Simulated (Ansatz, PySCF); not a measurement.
Energy difference R1 + 2 R2 + 2 R3 → 4 P1 + P2, each structure at its B3LYP-D3(BJ)/def2-TZVP stationary point, reached from a drawn start (curvature not checked).
P1: H2 (SMILES [H][H]), charge 0, multiplicity 1.
R1: H2O (SMILES O), charge 0, multiplicity 1.
R2: HF (SMILES F), charge 0, multiplicity 1.
R3: SiH4 (SMILES [SiH4]), charge 0, multiplicity 1.
P2: F2H4OSi2 (SMILES F[SiH](F)O[SiH3]), charge 0, multiplicity 1.

P less R. No zero-point or thermal terms. One arrangement of each flexible species, with no search for the lowest.

Cores are frozen in the correlated methods.

The values were computed with Ansatz (a quantum-chemistry and plane-wave program) with Gaussian orbitals; PySCF for the D3/D4 terms. No computed number here is a measurement.

### Question
Predict the reaction energy from B2PLYP/def2-TZVPP.

### Answer
-428 kJ/mol

### Question
Estimate the reaction energy that PBE0-D3(BJ)/def2-TZVPP returns for this input.

### Answer
-391 kJ/mol

### Question
What is the computed reaction energy (CAM-B3LYP/def2-TZVPP)?

### Answer
-425 kJ/mol
